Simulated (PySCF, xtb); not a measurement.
WO2FCl, SMILES [O]=[W](=[O])([F])[Cl], multiplicity 1.

Harmonic wavenumbers (cm⁻¹) from GFN2-xTB (xtb) at its own minimum, in rising order: 141, 171, 185, 213, 254, 353, 438, 853, 876.

**Question.** What does PBE-D3(BJ)/def2-SVP (PySCF 2.14.0) give at its own minimum? (Estimate from the structure and the level; the computed values follow.)

**Answer.** 139, 172, 234, 236, 344, 416, 694, 978, 1008. Paired by order, the mean absolute difference is 82 cm⁻¹ and the zero-point energies are 5.0 and 6.0 kcal/mol.
